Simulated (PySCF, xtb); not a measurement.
H₃O₂SbTe, SMILES [Sb]([TeH])([OH])[OH]. Other conformers were not sampled.

Harmonic wavenumbers (cm⁻¹) from GFN2-xTB run with xtb at its own minimum, in rising order: 47, 133, 140, 191, 205, 213, 280, 462, 492, 499, 836, 863, 1931, 3630, 3680.

What does PySCF with PBE0-D3(BJ)/def2-SVP give at its own minimum? (An estimate is asked for; the answer gives what the named calculation found.)

70, 106, 138, 194, 201, 272, 369, 507, 615, 620, 831, 876, 2140, 3846, 3863. Paired by order, the mean absolute difference is 75 cm⁻¹ and the zero-point energies are 19.4 and 20.9 kcal/mol.
